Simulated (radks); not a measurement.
Kr29+, 7 electrons, occupied as [He] 2s2 2p2.75 3d0.25 (fractional occupations, a model configuration).

Method: scalar-relativistic Kohn-Sham, PBE, spin-unpolarised, spherical densities, point nucleus; computed with a radial shooting solver on a logarithmic mesh with Libxc functionals.

Energy parts (eV):
part                       energy
total                  -53512.670
kinetic                 55101.625
electron-nucleus      -112597.167
Hartree                  5141.724
exchange-correlation    -1158.852

Orbitals (lengths in bohr, moments of r in powers of bohr; <r^-3> diverges for s and p1/2; r(90%) holds 90 % of the orbital's charge):
| orbital | occ. | eigenvalue (eV) | <r^-3> | <r^2> | r(90%) |
|---|---|---|---|---|---|
| 1s | 2 | -16084.52 | - | 0.002302 | 0.0739 |
| 2s | 2 | -3504.718 | - | 0.03566 | 0.267 |
| 2p | 2.75 | -3340.204 | 1693 | 0.02729 | 0.242 |
| 3d | 0.25 | -1345.092 | 75.09 | 0.1340 | 0.517 |

The highest occupied level is 3d at -1345.1 eV. Summed over all electrons, <r^2> = 0.1845 bohr^2, which gives a Langevin (diamagnetic) susceptibility term of -0.146 x 10^-6 cm^3/mol. The density falls to 0.001 e/bohr^3 at r = 0.82 bohr.
